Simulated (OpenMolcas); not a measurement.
## Rh2+: effect of the basis set

```yaml
Program: OpenMolcas
Method: RASSCF
Active_space: 13 electrons in 8 orbitals (RAS1 4p, at most 2 holes; RAS2 4d)
State_averaging: 2S+1 = 4 even, 10 roots; 2S+1 = 2 even, 40 roots
Spin-orbit_coupling: RASSI with atomic mean-field integrals over the reference wave functions, term energies averaged over their components
```

A. ANO-R2 [7s5p4d2f1g], X2C, finite nucleus; cost about 27 core-seconds
B. ANO-RCC-VTZP [7s6p4d2f1g], DKH2, point nucleus; cost roughly 19 core-seconds
C. ANO-RCC-VQZP [8s7p5d3f2g1h], DKH2, point nucleus; cost about 28 core-seconds

Energies in cm-1 above 4d7 4F 9/2, the measured ground level; measured values from the list in Shadmi, J. Res. Natl. Bur. Stand. 70A, 435 (1966).

```tsv
Level	A	B	C	Measured
4d7 4F 9/2	0.0	0.0	0.0	0.0
4d7 4F 7/2	2079	2079	2112	2148
4d7 4F 5/2	3423	3423	3472	3486
4d7 4F 3/2	4281	4282	4339	4322
4d7 4P 3/2	13697	13713	13680	10997
4d7 4P 5/2	13753	13766	13754	11062
4d7 4P 1/2	15152	15166	15170	
4d7 2G 9/2	15456	15476	15438	
4d7 2G 7/2	17441	17460	17456	
4d7 2P 3/2 [50 %]	18561	18582	18562	
4d7 2D 5/2(1)	20311	20336	20302	
4d7 2P 1/2	20681	20702	20709	
4d7 2H 11/2	21344	21371	21328	
4d7 2H 9/2	23304	23329	23325	
4d7 2D 3/2(1) [69 %]	24014	24037	24072	
4d7 2F 5/2	33061	33102	33030	
4d7 2F 7/2	34073	34113	34062	
4d7 2D 3/2(2)	49243	49309	49188	
4d7 2D 5/2(2)	50497	50562	50463
```

Deviations, from unrounded energies. A percentage is the sum of absolute deviations over the sum of measured energies, with the sign that they share, or ± where signs differ.

```csv
Against measurement,Levels,A,B,C
mean absolute deviation (cm-1),5,1100,1100,1100
fine structure of the ground term (%),3,-1.7,-1.7,±0.7
other terms of the ground configuration (%),2,+24.4,+24.6,+24.4
```

A, B, C lie about equally close to measurement. The largest miss of C in the table is 4d7 4P 5/2, by +2700 cm-1. The ranking rests on the paired levels alone, and a cruder setting can come out closer through cancelling errors.

Among A to C the level of the table that moves most is 4d7 2D 3/2(2), by 120 cm-1 (lowest in C, highest in B).

Without dynamic correlation excited terms often stand tens of per cent too high (terms of higher spin than the ground term too low), and those without a measured partner can miss by more than the paired ones. Active for correlation alone: 4p; no level in the range computed is led by a configuration that opens it, so any true level of that kind is missing. Computed and measured levels are paired by configuration, term and J; levels that our copy of the source lacks, or whose pairing is in doubt (as where it misses far off the trend of its configuration), stay unpaired and out of the deviations. Levels of configurations outside the active space are missing.

A share in square brackets marks a mixed level and gives the weight of the term that names it, the lowest over the columns. A number in round brackets counts repeated terms of one configuration in the order of the reference energies.
